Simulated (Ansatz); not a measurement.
Cost and result for the atomization energy of CH4As, SMILES `C[AsH]` radical (6 atoms, 5 bonds).

Cartesian coordinates in Å:
```
C 0.267 -0.345 0.335
As -0.837 0.052 -1.244
H 1.228 0.167 0.264
H 0.436 -1.420 0.390
H -0.238 -0.014 1.244
H -0.857 1.560 -0.988
```

Total charge 0; spin multiplicity 2. Correlated methods include outer-core shells of As, which these sets cover unevenly. Scalar relativity is left out up to krypton. Geometry: relaxed with PBE0-D4/def2-TZVP. Program: Ansatz. All runs use 2 threads of a server CPU on a shared host. Times are those of one run each, without the atoms' runs, and a repeat can differ threefold. Electronic energies, without spin–orbit coupling; frozen cores. CCSD(T)/CBS adds CCSD(T) − MP2 in def2-TZVPP to the MP2 limit, and its time is that of the two runs behind it. T1 = 0.011; ⟨S²⟩ of the reference is 0.77. With those shells the extrapolation isn't a true limit. HSE06 is the plane-wave form, built on full-range PBE exchange.

CCSD(T)/CBS is a level of theory with its own doubt, some kJ/mol a heavy atom from the limit and from the frozen cores, so smaller differences don't rank the functionals.

| level | functions | wall time | atomization (kJ/mol) | difference from CCSD(T)/CBS | per bond |
| --- | --- | --- | --- | --- | --- |
| revPBE-D4/def2-TZVPP | 135 | 1.6 s | 1827.7 | -5.4 | -1.1 |
| BLYP-D4/def2-TZVPP | 135 | 1.6 s | 1849.7 | 16.6 | 3.3 |
| PBE-D4/def2-TZVPP (with forces) | 135 | 1.8 s | 1863.6 | 30.5 | 6.1 |
| HSE06-D4/def2-TZVPP | 135 | 2.1 s | 1839.3 | 6.2 | 1.3 |
| CAM-B3LYP-D4/def2-TZVPP | 135 | 2.5 s | 1856.5 | 23.4 | 4.7 |
| CCSD(T)/def2-SVP | 66 | 2.9 s | 1721.8 | -111.3 | -22.2 |
| r2SCANh-D4/def2-TZVPP | 135 | 3.5 s | 1838.8 | 5.7 | 1.1 |
| ωB97X-V/def2-TZVPP | 135 | 5.5 s | 1856.4 | 23.3 | 4.7 |
| B97M-V/def2-TZVPP | 135 | 6 s | 1853.8 | 20.7 | 4.1 |
| ωB97M-V/def2-TZVPP (with forces) | 135 | 7.5 s | 1842.3 | 9.2 | 1.9 |
| MP2/def2-QZVPP | 266 | 10 s | 1800.3 | -32.8 | -6.6 |
| CCSD(T)/def2-TZVPP | 135 | 35 s | 1793.7 | -39.4 | -7.9 |
| CCSD(T)/CBS(def2) | – | 45 s | 1833.1 | 0.0 | 0.0 |

In def2-TZVPP, CCSD(T) changes the Hartree–Fock value by +456.8 kJ/mol (the triples alone add +20.7 kJ/mol) and MP2 by +440.2 kJ/mol; breaking electron pairs costs correlation energy, which Hartree–Fock lacks. The D4 term adds +12.3 kJ/mol with B3LYP and +6.2 kJ/mol with PBE0; it sums over pairs of atoms, weighted by their polarisabilities, and B3LYP, whose exchange is more repulsive, gets the larger term. From r2SCAN to r2SCAN0 (25 % exact exchange), in def2-TZVPP and without D4, the atomization energy moves by −20.0 kJ/mol: exact exchange takes away binding that semilocal exchange gives to molecules.

B3LYP here is the variant with VWN-RPA as its local correlation; programs differ in this.
